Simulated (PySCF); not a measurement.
## Core-level binding energies of `C[Si](C)(C)OC=O`

C₄H₁₀O₂Si.
Geometry (PBE0-D3(BJ)/def2-SVP, Å), atoms numbered from 1 in this order:
```
atom  x, y, z in Å
C1    -0.9351    0.4851    1.8247
Si2   -0.1822    0.0626    0.1707
C3    -0.7711   -1.5901   -0.4649
C4    -0.3999    1.4377   -1.0722
O5     1.5102   -0.0646    0.5545
C6     2.4173   -0.3748   -0.3551
O7     2.1966   -0.5949   -1.5160
H8    -0.5121    1.4213    2.2204
H9    -2.0250    0.6160    1.7343
H10   -0.7470   -0.3120    2.5602
H11   -1.8607   -1.5768   -0.6274
H12   -0.5469   -2.3903    0.2577
H13   -0.2760   -1.8327   -1.4162
H14   -0.0049    2.3893   -0.6846
H15    0.1299    1.1926   -2.0044
H16   -1.4670    1.5819   -1.3057
H17    3.4353   -0.4067    0.0911
```

Theory: delta-SCF UKS SCAN, pcX-2 on the ionised atom, pcseg-1 elsewhere, spin-free X2C in PySCF 2.14.0. Binding energies are ΔSCF values: E(core-ionised, relaxed orbitals) − E(ground state) at a fixed geometry, referred to the vacuum level.

Task: What binding energy does each computed site have?

Result: 
| atom(s) | environment | level | binding energy (eV) | 2p1/2 (eV) | above the level's lowest (eV) | count |
| --- | --- | --- | --- | --- | --- | --- |
| Si2 | oxygen-bound silicon | Si 2p3/2 | 106.97 | 107.60 | 0.00 | 1 |
| C1/C3/C4 | Si-methyl carbon | C 1s | 290.24 | – | 0.00 | 3 |
| C6 | carbonyl carbon | C 1s | 294.70 | – | +4.46 | 1 |
| O7 | carbonyl oxygen | O 1s | 537.83 | – | 0.00 | 1 |
| O5 | oxygen singly bound to a carbonyl carbon | O 1s | 538.74 | – | +0.91 | 1 |
| Si2 | oxygen-bound silicon | Si 1s | 1846.87 | – | 0.00 | 1 |

The listed C 1s values span 4.46 eV, from C1/C3/C4 (bonded to 3 H and Si) to C6 (bonded to O (double bond), O and H).

Lowest listed O 1s: O7, bonded to C (double bond). Highest, 0.91 eV above it: O5, bonded to C and Si. Summing the Pauling electronegativity differences to the bonded atoms, each weighted by its formal bond order, gives -1.78 for the lowest site and -2.43 for the highest; the largest sum, -1.78, belongs to O7, 0.91 eV below the top. The smallest sum, -2.43, belongs to O5, 0.91 eV above the lowest.

Task: Which effective nuclear charge Zeff reproduces each element's mean 1s value in the hydrogen-like formula E = 13.606 eV × Zeff²?

Result: C (Z = 6): mean 291.4 eV, Zeff = 4.63, Z − Zeff = 1.37; O (Z = 8): mean 538.3 eV, Zeff = 6.29, Z − Zeff = 1.71; Si (Z = 14): mean 1846.9 eV, Zeff = 11.65, Z − Zeff = 2.35. Means run over the listed sites, weighted by atom count.

Topologically equivalent atoms share the value of their first member; where this conformer doesn't relate them by symmetry, their own values could differ. The 2p values add to the ΔSCF energy of one spin-free hole a correction within the shell (spin–orbit coupling, ligand field). 2p1/2 minus 2p3/2 (ligand field included): Si 0.63 eV. The structure is a single PBE0-D3(BJ)/def2-SVP conformer in the gas phase; no vibrational or solvent corrections.
